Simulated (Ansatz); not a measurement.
Ag3⁻. Charge -1, multiplicity 1. Geometry PBE-D4/def2-TZVPD, basis def2-TZVPD, Ansatz.

```xyz
3

Ag    0.0905   -1.1949    2.3691
Ag   -0.0843    1.1901   -2.3714
Ag   -0.0062    0.0048    0.0022
```

```csv
run,HOMO (eV),LUMO (eV)
A,-0.27,1.46
B,-0.34,1.74
C,-0.34,1.59
D,-2.18,3.51
E,-0.52,1.80
F,-0.69,1.81
```

In the def2 sets Ag takes a core potential; there is no spin–orbit coupling. B3LYP takes the VWN-RPA correlation. HSE06 is defined as in plane-wave codes, on full-range PBE exchange. The structure comes from a short search, and lower isomers may exist.

Problem. The runs used B3LYP, HSE06, PBE, r2SCAN, r2SCANh, ωB97X-V. Estimate which is which.

Solution. A PBE (0 % exact exchange); B HSE06 (range-separated); C r2SCAN (0 % exact exchange); D ωB97X-V (range-separated); E r2SCANh (10 % exact exchange); F B3LYP (20 % exact exchange). Exact exchange lowers occupied and raises empty levels; among semilocal functionals meta-GGAs tend to open the gap a little, and such runs are hard to tell apart. The gap grows from 1.73 eV (PBE) to 5.69 eV (ωB97X-V).
